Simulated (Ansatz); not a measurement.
`N#[C][GeH2][C]#N`. Charge 0, multiplicity 1.

```xyz
7

N    -2.2134   -1.5517    0.4827
C    -1.1880   -1.0527    0.3293
Ge    0.5428   -0.2712    0.0898
C     0.2364    1.5281   -0.4867
N     0.0861    2.6145   -0.8347
H     1.2609   -0.2430    1.4325
H     1.2752   -1.0241   -1.0129
```

Q: List the harmonic frequencies (cm⁻¹, unscaled) at PBE0-D4/def2-TZVP in Ansatz. (Best estimate.)

A: Ansatz gave: 90, 234, 253, 257, 389, 492, 512, 552, 694, 762, 856, 2228, 2236, 2341, 2344.

Q: Is this a minimum?

A: Yes, all 15 modes are real.

Q: Give the ideal-gas thermochemistry at 298.15 K and 1 bar (rigid rotor, harmonic oscillator; point group C2v, symmetry number 2).

A: Zero-point energy 85.2 kJ/mol; H(298) − E = 104.1 kJ/mol; entropy 329.0 J/(mol·K), of which translation 169.2, rotation 107.5, vibration 52.2; G(298) − E = 6.0 kJ/mol. Modes under 100 cm⁻¹ are hindered rotations or soft bends, so the harmonic entropy is rough.

Q: And at 400, 500, 600, 800 and 1000 K?

A: 
| T (K) | H − E (kJ/mol) | S (J/mol/K) | G − E (kJ/mol) |
| --- | --- | --- | --- |
| 400 | 114.3 | 358.2 | -29.0 |
| 500 | 125.2 | 382.5 | -66.1 |
| 600 | 136.8 | 403.6 | -105.4 |
| 800 | 161.5 | 439.1 | -189.8 |
| 1000 | 187.8 | 468.5 | -280.6 |
